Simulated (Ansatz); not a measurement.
Ansatz (a program for electronic structure) input (B3LYP-D3(BJ)/def2-TZVP):

Ansatz 0.2 input:
```yaml
crystal:
  periodic: [false, false, false]
  atoms:
    - {symbol: K, position_ang: [-0.00000000, -0.00000000, -0.74845923]}
    - {symbol: O, position_ang: [0.00000000, 0.00000000, 1.47370794]}
    - {symbol: H, position_ang: [0.00000000, 0.00000000, 2.43106183]}
basis:
  gaussian:
    orbitals: def2-TZVP
hamiltonian:
  xc: b3lyp
  dispersion: d3bj
phonons: {temperatures: {t_min: 298.15, t_max: 298.15, t_step: 100}}
```

Output:

```
Functional definition: B3LYP
integrals: 0.02 GiB planned
520 factors; their error is unknown
mean field: 0.15 GiB planned
mean field evaluation 1: about -18380.3919 eV, gradient 7.3e1 eV
mean field evaluation 2: about -18225.5149 eV, gradient 1.7e2 eV
mean field evaluation 4: about -18389.4969 eV, gradient 1.3e1 eV
mean field evaluation 8: about -18389.8068 eV, gradient 1.2e-1 eV
mean field evaluation 16: about -18389.8774 eV, gradient 1.1e-5 eV
mean field -18389.87735295 eV, -675.8155276143 hartree, gradient 1.1e-5 eV, S^2 0.000000; 0 other end points of the search recorded, 0 dependent functions left out
the calculation of the forces begins
reference -18389.87758768 eV, -675.8155362404 hartree; 14, 14 occupied and 56, 56 virtual orbitals, 520 factors
these checks for a lower state are left out or cut short: stability, starts, cluster_reference, orbital_swaps, neighbouring_geometries, increment
integrals: 0.02 GiB planned
520 factors; their error is unknown
mean field: 0.15 GiB planned
mean field -18389.87735272 eV, -675.8155276058 hartree, gradient 2.2e-6 eV, S^2 0.000000; 0 other end points of the search recorded, 0 dependent functions left out
the calculation of the forces begins
reference -18389.87758745 eV, -675.8155362320 hartree; 14, 14 occupied and 56, 56 virtual orbitals, 520 factors
these checks for a lower state are left out or cut short: stability, starts, cluster_reference, orbital_swaps, neighbouring_geometries, increment
integrals: 0.02 GiB planned
520 factors; their error is unknown
mean field: 0.15 GiB planned
mean field evaluation 32: about -18389.8774 eV, gradient 2.2e-6 eV
mean field -18389.87735272 eV, -675.8155276058 hartree, gradient 2.2e-6 eV, S^2 0.000000; 0 other end points of the search recorded, 0 dependent functions left out
the calculation of the forces begins
reference -18389.87758745 eV, -675.8155362320 hartree; 14, 14 occupied and 56, 56 virtual orbitals, 520 factors
these checks for a lower state are left out or cut short: stability, starts, cluster_reference, orbital_swaps, neighbouring_geometries, increment
integrals: 0.02 GiB planned
520 factors; their error is unknown
mean field: 0.15 GiB planned
mean field -18389.87735272 eV, -675.8155276058 hartree, gradient 2.2e-6 eV, S^2 0.000000; 0 other end points of the search recorded, 0 dependent functions left out
the calculation of the forces begins
reference -18389.87758745 eV, -675.8155362320 hartree; 14, 14 occupied and 56, 56 virtual orbitals, 520 factors
these checks for a lower state are left out or cut short: stability, starts, cluster_reference, orbital_swaps, neighbouring_geometries, increment
integrals: 0.02 GiB planned
520 factors; their error is unknown
mean field: 0.15 GiB planned
mean field -18389.87735272 eV, -675.8155276058 hartree, gradient 2.2e-6 eV, S^2 0.000000; 0 other end points of the search recorded, 0 dependent functions left out
the calculation of the forces begins
reference -18389.87758745 eV, -675.8155362320 hartree; 14, 14 occupied and 56, 56 virtual orbitals, 520 factors
these checks for a lower state are left out or cut short: stability, starts, cluster_reference, orbital_swaps, neighbouring_geometries, increment
integrals: 0.02 GiB planned
520 factors; their error is unknown
mean field: 0.15 GiB planned
mean field -18389.87731251 eV, -675.8155261281 hartree, gradient 8.5e-7 eV, S^2 0.000000; 0 other end points of the search recorded, 0 dependent functions left out
the calculation of the forces begins
reference -18389.87754720 eV, -675.8155347529 hartree; 14, 14 occupied and 56, 56 virtual orbitals, 520 factors
these checks for a lower state are left out or cut short: stability, starts, cluster_reference, orbital_swaps, neighbouring_geometries, increment
integrals: 0.02 GiB planned
520 factors; their error is unknown
mean field: 0.15 GiB planned
mean field -18389.87733699 eV, -675.8155270278 hartree, gradient 8.5e-7 eV, S^2 0.000000; 0 other end points of the search recorded, 0 dependent functions left out
the calculation of the forces begins
reference -18389.87757176 eV, -675.8155356553 hartree; 14, 14 occupied and 56, 56 virtual orbitals, 520 factors
these checks for a lower state are left out or cut short: stability, starts, cluster_reference, orbital_swaps, neighbouring_geometries, increment
integrals: 0.02 GiB planned
520 factors; their error is unknown
mean field: 0.15 GiB planned
mean field evaluation 64: about -18389.8061 eV, gradient 6.3e-5 eV
mean field -18389.87735037 eV, -675.8155275195 hartree, gradient 8.5e-7 eV, S^2 0.000000; 0 other end points of the search recorded, 0 dependent functions left out
the calculation of the forces begins
reference -18389.87758510 eV, -675.8155361457 hartree; 14, 14 occupied and 56, 56 virtual orbitals, 520 factors
these checks for a lower state are left out or cut short: stability, starts, cluster_reference, orbital_swaps, neighbouring_geometries, increment
integrals: 0.02 GiB planned
520 factors; their error is unknown
mean field: 0.15 GiB planned
mean field -18389.87735037 eV, -675.8155275195 hartree, gradient 8.5e-7 eV, S^2 0.000000; 0 other end points of the search recorded, 0 dependent functions left out
the calculation of the forces begins
reference -18389.87758510 eV, -675.8155361457 hartree; 14, 14 occupied and 56, 56 virtual orbitals, 520 factors
these checks for a lower state are left out or cut short: stability, starts, cluster_reference, orbital_swaps, neighbouring_geometries, increment
integrals: 0.02 GiB planned
520 factors; their error is unknown
mean field: 0.15 GiB planned
mean field -18389.87735037 eV, -675.8155275195 hartree, gradient 8.5e-7 eV, S^2 0.000000; 0 other end points of the search recorded, 0 dependent functions left out
the calculation of the forces begins
reference -18389.87758510 eV, -675.8155361457 hartree; 14, 14 occupied and 56, 56 virtual orbitals, 520 factors
these checks for a lower state are left out or cut short: stability, starts, cluster_reference, orbital_swaps, neighbouring_geometries, increment
integrals: 0.02 GiB planned
520 factors; their error is unknown
mean field: 0.15 GiB planned
mean field -18389.87735037 eV, -675.8155275195 hartree, gradient 8.5e-7 eV, S^2 0.000000; 0 other end points of the search recorded, 0 dependent functions left out
the calculation of the forces begins
reference -18389.87758510 eV, -675.8155361457 hartree; 14, 14 occupied and 56, 56 virtual orbitals, 520 factors
these checks for a lower state are left out or cut short: stability, starts, cluster_reference, orbital_swaps, neighbouring_geometries, increment
integrals: 0.02 GiB planned
520 factors; their error is unknown
mean field: 0.15 GiB planned
mean field evaluation 96: about -18389.8060 eV, gradient 1.1e-4 eV
mean field -18389.87715771 eV, -675.8155204393 hartree, gradient 8.5e-7 eV, S^2 0.000000; 0 other end points of the search recorded, 0 dependent functions left out
the calculation of the forces begins
reference -18389.87739231 eV, -675.8155290607 hartree; 14, 14 occupied and 56, 56 virtual orbitals, 520 factors
these checks for a lower state are left out or cut short: stability, starts, cluster_reference, orbital_swaps, neighbouring_geometries, increment
integrals: 0.02 GiB planned
520 factors; their error is unknown
mean field: 0.15 GiB planned
mean field -18389.87716632 eV, -675.8155207557 hartree, gradient 8.4e-7 eV, S^2 0.000000; 0 other end points of the search recorded, 0 dependent functions left out
the calculation of the forces begins
reference -18389.87740118 eV, -675.8155293866 hartree; 14, 14 occupied and 56, 56 virtual orbitals, 520 factors
these checks for a lower state are left out or cut short: stability, starts, cluster_reference, orbital_swaps, neighbouring_geometries, increment
integrals: 0.02 GiB planned
520 factors; their error is unknown
mean field: 0.15 GiB planned
mean field -18389.87735170 eV, -675.8155275683 hartree, gradient 8.5e-7 eV, S^2 0.000000; 0 other end points of the search recorded, 0 dependent functions left out
the calculation of the forces begins
reference -18389.87758642 eV, -675.8155361944 hartree; 14, 14 occupied and 56, 56 virtual orbitals, 520 factors
these checks for a lower state are left out or cut short: stability, starts, cluster_reference, orbital_swaps, neighbouring_geometries, increment
integrals: 0.02 GiB planned
520 factors; their error is unknown
mean field: 0.15 GiB planned
mean field -18389.87735170 eV, -675.8155275683 hartree, gradient 8.5e-7 eV, S^2 0.000000; 0 other end points of the search recorded, 0 dependent functions left out
the calculation of the forces begins
reference -18389.87758642 eV, -675.8155361944 hartree; 14, 14 occupied and 56, 56 virtual orbitals, 520 factors
these checks for a lower state are left out or cut short: stability, starts, cluster_reference, orbital_swaps, neighbouring_geometries, increment
integrals: 0.02 GiB planned
520 factors; their error is unknown
mean field: 0.15 GiB planned
mean field evaluation 128: about -18389.8061 eV, gradient 5.3e-5 eV
mean field -18389.87735170 eV, -675.8155275683 hartree, gradient 8.5e-7 eV, S^2 0.000000; 0 other end points of the search recorded, 0 dependent functions left out
the calculation of the forces begins
reference -18389.87758642 eV, -675.8155361944 hartree; 14, 14 occupied and 56, 56 virtual orbitals, 520 factors
these checks for a lower state are left out or cut short: stability, starts, cluster_reference, orbital_swaps, neighbouring_geometries, increment
integrals: 0.02 GiB planned
520 factors; their error is unknown
mean field: 0.15 GiB planned
mean field -18389.87735170 eV, -675.8155275683 hartree, gradient 8.5e-7 eV, S^2 0.000000; 0 other end points of the search recorded, 0 dependent functions left out
the calculation of the forces begins
reference -18389.87758642 eV, -675.8155361944 hartree; 14, 14 occupied and 56, 56 virtual orbitals, 520 factors
these checks for a lower state are left out or cut short: stability, starts, cluster_reference, orbital_swaps, neighbouring_geometries, increment
integrals: 0.02 GiB planned
520 factors; their error is unknown
mean field: 0.15 GiB planned
mean field -18389.87720540 eV, -675.8155221920 hartree, gradient 8.4e-7 eV, S^2 0.000000; 0 other end points of the search recorded, 0 dependent functions left out
the calculation of the forces begins
reference -18389.87744030 eV, -675.8155308242 hartree; 14, 14 occupied and 56, 56 virtual orbitals, 520 factors
these checks for a lower state are left out or cut short: stability, starts, cluster_reference, orbital_swaps, neighbouring_geometries, increment
integrals: 0.02 GiB planned
520 factors; their error is unknown
mean field: 0.15 GiB planned
mean field -18389.87717234 eV, -675.8155209772 hartree, gradient 8.5e-7 eV, S^2 0.000000; 0 other end points of the search recorded, 0 dependent functions left out
the calculation of the forces begins
reference -18389.87740691 eV, -675.8155295972 hartree; 14, 14 occupied and 56, 56 virtual orbitals, 520 factors
Total energy: -18389.91915097 eV, -675.8170636631 hartree
Atom 0 at    -0.000000    -0.000000    -0.748459 Å, force    -0.000000     0.000000     0.000950 eV/Å
Atom 1 at     0.000000     0.000000     1.473708 Å, force     0.000000    -0.000000    -0.002547 eV/Å
Atom 2 at     0.000000     0.000000     2.431062 Å, force    -0.000000     0.000000     0.001597 eV/Å
Dipole moment:     0.000000    -0.000000    -1.460489 e Å
Vibrations: 350.81 350.81 454.59 3880.80 cm⁻¹, zero-point energy 0.312255 eV
```
